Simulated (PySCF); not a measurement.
# Fractional electron number in Ge⁺ (germanium, charge +1)

The 4p alpha orbital of [Ar] 3d10 4s2 4p1 is emptied in steps (occupation f), with all orbitals relaxed, ending at [Ar] 3d10 4s2. All numbers are calculated (PySCF 2.14, the spin-free X2C one-electron Hamiltonian (Gaussian nucleus), in aug-cc-pVTZ-DK). The exact energy is a straight line in f; departures are measured from the line between the end points of the same method.

```csv
f,UHF (eV),LDA (eV),PBE (eV),PBE0 (eV),r2SCAN (eV),LC-wPBE (eV),BHandHLYP (eV),wB97X (eV),CAM-B3LYP (eV),M06-2X (eV)
1,0.000,0.000,0.000,0.000,0.000,0.000,0.000,0.000,0.000,0.000
0.75,0.059,-0.791,-0.765,-0.558,-0.725,-0.070,-0.378,-0.140,-0.341,-0.353
0.5,0.077,-1.058,-1.019,-0.740,-0.954,-0.087,-0.503,-0.190,-0.455,-0.448
0.25,0.057,-0.794,-0.762,-0.550,-0.697,-0.060,-0.376,-0.147,-0.340,-0.303
0,0.000,0.000,0.000,0.000,0.000,0.000,0.000,0.000,0.000,0.000
```

```csv
method,E(f=0) − E(f=1) (eV),−ε at f=1 (eV),−ε at f=0.5 (eV)
UHF,15.248,15.569,15.243
LDA,15.893,11.696,15.884
PBE,15.761,11.688,15.770
PBE0,15.795,12.810,15.817
r2SCAN,15.962,12.066,16.033
LC-wPBE,15.937,15.545,15.964
BHandHLYP,15.731,13.717,15.734
wB97X,15.666,14.934,15.647
CAM-B3LYP,15.878,14.059,15.882
M06-2X,15.624,13.703,15.757
```

Orbital energy along the path (eV):

| f | UHF | LDA | PBE | PBE0 | r2SCAN | LC-wPBE | BHandHLYP | wB97X | CAM-B3LYP | M06-2X |
| --- | --- | --- | --- | --- | --- | --- | --- | --- | --- | --- |
| 1 | -15.569 | -11.696 | -11.688 | -12.810 | -12.066 | -15.545 | -13.717 | -14.934 | -14.059 | -13.703 |
| 0.75 | -15.402 | -13.769 | -13.719 | -14.316 | -14.055 | -15.766 | -14.725 | -15.284 | -14.968 | -14.725 |
| 0.5 | -15.243 | -15.884 | -15.770 | -15.817 | -16.033 | -15.964 | -15.734 | -15.647 | -15.882 | -15.757 |
| 0.25 | -15.092 | -18.015 | -17.809 | -17.287 | -17.922 | -16.121 | -16.738 | -16.039 | -16.790 | -16.570 |
| 0 | -14.949 | -20.109 | -19.794 | -18.690 | -19.468 | -16.205 | -17.732 | -16.471 | -17.686 | -17.290 |

Reference removal energy between the ground levels: 15.935 eV (measured; NIST Atomic Spectra Database, ionization energies). The calculation has no spin-orbit coupling. UHF lacks correlation.
